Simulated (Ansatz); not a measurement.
Reaction (formal exchange of groups at the In–C bond): `[CH3][InH][CH2]F` + `N/C(F)=C/[SiH3]` → `F[CH2][InH][SiH3]` + `C/C=C(\N)F`

Isolated molecules relaxed with PBE0-D4/def2-TZVP in Ansatz; ΔE leaves out vibrations. CCSD(T)/CBS adds triple-zeta CCSD(T) − MP2 to the extrapolated MP2 energy (def2 sets, frozen cores). Double bonds are as drawn, so ΔE can hold a change between cis and trans. DFT in def2-TZVPP. def2 core potentials past Kr. For In outer-core shells are correlated without core-valence functions, which leaves a few kJ/mol of doubt a bond. One conformer a species, not always the lowest.

`[CH3][InH][CH2]F`:

Z-matrix (Å, degrees):
```
C
In 1 2.149
H 1 1.092 2 110.1
H 1 1.092 2 110.0 3 118.5
H 1 1.089 2 110.7 3 -120.8
C 2 2.186 1 119.0 3 121.4
H 2 1.734 1 122.9 3 -58.7
F 6 1.395 2 111.1 1 -0.0
H 6 1.095 2 111.4 1 120.2
H 6 1.095 2 111.3 1 -120.2
```

`N/C(F)=C/[SiH3]`:

```xyz
11

N    -0.741   -1.809   -1.091
C    -0.049   -0.842   -0.422
F     1.236   -1.204   -0.308
C    -0.455    0.341    0.040
Si    0.680    1.578    0.804
H    -1.743   -1.734   -1.054
H    -0.385   -2.746   -0.992
H    -1.510    0.566   -0.064
H    -0.130    2.766    1.187
H     1.751    2.025   -0.129
H     1.347    1.057    2.029
```

`F[CH2][InH][SiH3]`:

Z-matrix (Å, degrees):
```
C
In 1 2.185
F 1 1.390 2 112.2
H 1 1.095 2 110.5 3 120.7
H 1 1.095 2 110.5 3 -120.7
Si 2 2.580 1 119.8 3 179.5
H 2 1.727 1 118.2 3 -0.2
H 6 1.489 2 112.8 1 5.7
H 6 1.491 2 110.1 1 -114.5
H 6 1.490 2 111.0 1 126.6
```

`C/C=C(\N)F`:

Cartesian coordinates in Å:
```
C 0.809 -0.860 -0.875
C 0.131 -0.744 0.448
C -0.512 0.337 0.874
N -0.624 1.582 0.298
F -1.125 0.328 2.067
H 0.642 -1.848 -1.312
H 0.438 -0.129 -1.599
H 1.894 -0.722 -0.802
H 0.180 -1.576 1.139
H -1.534 2.004 0.416
H -0.300 1.626 -0.655
```

```json
{"level": "B2PLYP", "ΔE (eV)": "0.07"}
{"level": "MP2/CBS(def2)", "ΔE (eV)": "0.14"}
```

Task: What does CCSD(T)/CBS give? (Estimate.)

Result: Computed: +0.06 eV. The listed levels differ from it by 0.01, 0.08 eV.

Largest T1 diagnostic among the species: 0.013.
